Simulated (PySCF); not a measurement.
C₇H₇NOS.
Cartesian coordinates in Å at the GFN2-xTB level; atoms count from 1:
```xyz
17
C7H7NOS angstrom
O     -1.565    1.050   -0.878
C     -2.606    0.456   -0.824
N     -2.826   -0.723   -0.169
C     -1.895   -1.448    0.550
S     -2.371   -2.849    1.272
C     -0.592   -0.969    0.638
C      0.570   -0.664    0.791
C      1.897   -0.189    0.886
C      2.478    0.545   -0.305
C      2.117    1.309    0.917
H     -3.531    0.811   -1.315
H     -3.751   -1.136   -0.185
H      2.563   -0.813    1.471
H      3.520    0.370   -0.529
H      1.844    0.652   -1.171
H      1.238    1.933    0.879
H      2.902    1.678    1.559
```

Computed at PBE0/pcSseg-1 (PySCF, non-relativistic), with Q(17O) = −0.0256 b, Q(14N) = 0.02044 b, Q(33S) = −0.0678 b: O1, 17O (I = 5/2): χzz = 10.50 MHz, η = 0.244; N3, 14N (I = 1): χzz = -3.474 MHz, η = 0.189; S5, 33S (I = 3/2): χzz = 41.72 MHz, η = 0.365.

Problem. Where would the pure quadrupole (NQR) lines of 17O at O1 fall for the rigid, isolated species?

Solution. From the eigenvalues of H = χ/[4I(2I − 1)] × [3Iz² − I(I + 1) + η(Ix² − Iy²)], steps between neighbouring levels, labelled as for η = 0: ±1/2↔±3/2 1.674 MHz, ±3/2↔±5/2 3.113 MHz (amide oxygen).

Problem. Where would the pure quadrupole (NQR) lines of 14N at N3 fall for the rigid, isolated species?

Solution. From ν± = (3/4)|χ|(1 ± η/3) and ν0 = |χ|η/2: ν+ 2.770 MHz, ν− 2.442 MHz, ν0 0.328 MHz (amide nitrogen).

Problem. Where would the pure quadrupole (NQR) lines of 33S at S5 fall for the rigid, isolated species?

Solution. From ν = (|χ|/2)√(1 + η²/3): ν = 21.32 MHz (thiocarbonyl sulfur).

In a crystal, neighbours and librations shift these lines. GFN2-xTB bond lengths can be off by several hundredths of an ångström, more for odd bonds, and the gradients follow them. With so small a basis the couplings can be 20 % off.

The run behind these numbers computed NMR shieldings as well. Time: 52 s of wall time (grids of density and orbitals included); peak memory 1.0 GiB. Hardware: an Arm Neoverse V2 with one thread, on a shared host.

One conformer stands for the species.
